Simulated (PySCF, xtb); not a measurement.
CH9FSi3, SMILES [SiH3][Si]([SiH3])(F)C.

Coordinates come from a PBE0-D3(BJ)/def2-SVP optimisation.

These are C-PCM-PBE0/def2-SVP (PySCF 2.14.0) values and carry that method's errors.

The values are the electrostatic part of the solvation free energy, E(continuum) − E(gas) at the gas-phase geometry, in a cavity of scaled van der Waals radii (PySCF's table); cavitation and dispersion terms are not included. In vacuum the orbital gap is 7.17 eV. The dipole moment in vacuum is 1.62 D.

### Question
Estimate the values in water (ε = 78.36), acetone (ε = 20.49), 1-octanol (ε = 9.86). (Estimate from the structure and the level; the computed values follow.)

### Answer

| solvent | ε | ΔG(elec) (kcal/mol) | dipole (D) | gap (eV) |
|---|---|---|---|---|
| water | 78.36 | -2.2 | 2.14 | 7.17 |
| acetone | 20.49 | -2.1 | 2.12 | 7.17 |
| 1-octanol | 9.86 | -2.0 | 2.08 | 7.17 |

For comparison, GFN2-xTB/ALPB(water) (xtb, at the GFN2-xTB geometry, all terms of that model) gives -0.8 kcal/mol.
